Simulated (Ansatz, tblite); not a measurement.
Cost and result up the ladder for Sn26H30, a nanocrystal cut from cubic tin (56 atoms). Charge 0, multiplicity 1. Geometry: PBE-D4/def2-SVP.

```xyz
56

Sn    2.103    2.552   -1.260
Sn    4.401   -1.396   -1.411
Sn    5.257    1.570    2.022
Sn    0.766    1.577    3.080
Sn    3.013   -2.409    2.915
Sn    1.289   -0.435   -4.648
Sn   -1.003    3.626   -4.477
Sn   -2.398    2.611   -0.141
Sn   -3.238   -0.296   -3.567
Sn   -0.101   -1.376   -0.341
Sn   -1.453   -2.327    3.978
Sn   -4.604   -1.325    0.695
Sn   -3.757    1.676    4.156
Sn    4.589    1.331   -0.709
Sn    1.446    2.307   -3.999
Sn    3.766   -1.691   -4.144
Sn    0.095    1.361    0.339
Sn    2.395   -2.611    0.165
Sn    3.252    0.325    3.570
Sn   -1.281    0.411    4.639
Sn    1.004   -3.619    4.484
Sn   -0.767   -1.580   -3.084
Sn   -3.011    2.434   -2.892
Sn   -4.412    1.394    1.426
Sn   -5.250   -1.556   -2.043
Sn   -2.123   -2.564    1.242
H     2.196    4.249   -0.854
H     5.931   -2.165   -1.071
H     5.386    3.244    2.469
H     6.804    0.838    2.325
H     0.894    3.272    3.481
H     4.542   -3.197    3.214
H     0.885   -0.599   -6.338
H    -0.833    5.311   -4.083
H    -1.443    3.535   -6.157
H    -2.263    4.291    0.315
H    -3.616   -0.421   -5.267
H    -2.713   -3.060    4.938
H    -5.851   -2.086    1.650
H    -3.656    3.364    4.556
H    -4.995    0.984    5.163
H     5.828    2.079   -1.684
H     2.711    3.045   -4.950
H     5.010   -0.993   -5.138
H     3.674   -3.379   -4.548
H     2.272   -4.297   -0.273
H     3.638    0.471    5.266
H    -0.867    0.554    6.329
H     1.407   -3.508    6.171
H     0.878   -5.310    4.101
H    -0.929   -3.271   -3.486
H    -4.543    3.212   -3.197
H    -5.938    2.176    1.099
H    -6.804   -0.843   -2.362
H    -5.358   -3.233   -2.488
H    -2.225   -4.257    0.828
```

Ansatz on 11 threads of AMD EPYC 7R13 on a shared host and a whole NVIDIA H100 80GB HBM3; xTB runs through tblite on one thread. Times are rough, summed over both states, and most runs start from the orbitals of an earlier one. PBE0-D4/def2-SVP serves as the yardstick here, not as an exact answer. The other state is a doublet.

In the def2 sets Sn takes a core potential; there is no spin–orbit coupling. The xTB rows come from tblite. Single mean-field runs in def2-SVP are fitted with def2-universal-jkfit. HOMO above LUMO, or a gap near zero within one spin, warns that the state may not be the lowest or that an electron is smeared out.

Run but left out: LDA (SPW92)/def2-SVP (charge +1 doublet: an occupied level 0.04 eV above an empty one).

Raw xTB energies of ions are shifted by several eV.

| level | functions | wall time | vertical IE (eV) | difference from PBE0-D4/def2-SVP (eV) | remarks |
| --- | --- | --- | --- | --- | --- |
| GFN1-xTB | 294 | 1.1 s | 11.40 | 4.08 | – |
| GFN2-xTB | 264 | 2.5 s | 11.77 | 4.45 | – |
| PBE-D4/def2-SVP (with forces) | 826 | 19 s | 6.87 | -0.46 | gap within one spin near zero (+1 doublet) |
| PBE0-D4/def2-SVP (with forces) | 826 | 48 s | 7.32 | 0.00 | – |
